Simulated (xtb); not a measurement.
Harmonic IR lines of one isomer of C$_{5}$H$_{12}$, unscaled. Level of theory: GFN2-xTB (xtb).

wavenumber (cm⁻¹): 998 (vw), 1506 (vw), 2922 (m), 2962 (m), 2976 (w), 3024 (w), 3030 (vs), 3037 (m), 3043 (vw), 3049 (m)

Question: Identify which structure gives these lines.
(A) `CCC(C)C`
(B) `CCCCC`
(C) `CC(C)(C)C`

Answer: A, `CCC(C)C`
